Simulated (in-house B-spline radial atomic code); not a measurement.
Values are calculated unless marked as measured or tabulated.
# Rb in an electron gas of r_s = 2.67: phase shifts, screening, friction and resistivity

A nucleus sits in a uniform electron gas with a rigid positive background. The Kohn-Sham equations are solved self-consistently in the spin-unpolarised LDA (PW92), non-relativistic, on B-splines with outgoing waves at the boundary and partial waves to l = 8. The model has no lattice, no bands and no magnetic solution. Atomic units; δ_l are the phase shifts at the Fermi level, counted so that each bound state adds π, and good to about 0.0005.

The density parameter is r_s = 2.67 bohr, near that of the valence electrons of Cu (1 per atom, density 8.96 g/cm³, mass 63.55 u, which gives r_s = 2.67).

```csv
l,δ_l (rad)
0,11.6756
1,9.0107
2,3.8556
3,0.0194
4,-0.0002
5,0.0000
6,-0.0002
7,0.0000
8,-0.0001
```

Bound levels below the band bottom (hartree): s -10.2, p -7.855, d -3.605, s -0.8423, p -0.308 and deeper ones.

(1) Check the Friedel sum rule, and say where the screening charge sits.

(2) Find the transport cross section and the electronic stopping of a 10 keV Rb ion (mass 85.47 u).

(3) What residual resistivity would 1 atomic per cent of such centres give in Cu?

(4) On a substitutional site the background of one host ion, a sphere holding 1 charge, is taken out. The phase shifts for l = 0 to 4 become 11.5588, 8.9362, 3.6039, 0.0227, 0.0004. What follows?

Results:

(1) k_F = (9π/4)^(1/3)/r_s = 0.71879. The rule is Z = (2/π) Σ (2l + 1) δ_l. The terms are s 7.433, p 17.209, d 12.273, f 0.086 and -0.004 beyond, in all 36.997 against Z = 37. Bound states hold 8 s, 18 p, 10 d electrons, so the scattering states carry 1.00 in all; where a term is smaller than its bound count, the bound level has drawn weight out of the band.

(2) σ_tr = (4π/k_F²) Σ (l + 1) sin²(δ_l − δ_(l+1)). The terms for l = 0 to 3 are 0.2105, 1.6330, 1.2291, 0.0015, all together 3.0742, so σ_tr = 24.323 × 3.0742 = 74.772 bohr². With n = 3/(4π r_s³) = 0.01254, the friction coefficient is Q = n k_F σ_tr = 0.6741. For v well below v_F = 0.719, dE/dx = Q v; with 24801 eV per u at v = 1, v = √(10000/(24801 × 85.47)) = 0.0687, so dE/dx = 0.04630 hartree/bohr = 23.8 eV/nm. The largest term couples the p and d waves.

(3) Δρ = k_F n_i σ_tr/n in atomic units of 21.74 μΩ·cm. With one host atom per 1 electron, n_i/n = 0.01/1, so Δρ = 0.7188 × 0.01000 × 74.772 × 21.74 = 11.68 μΩ·cm. This is an atom added to the gas, as on an interstitial site.

(4) The Friedel sum is now 36.00, for Z − 1 = 36. The sum in σ_tr is 2.1163, so σ_tr = 51.48 bohr² and Δρ = 8.04 μΩ·cm per atomic per cent, 0.69 times the value above. A real host ion scatters too, so this model doesn't give zero even for the host's own atom.
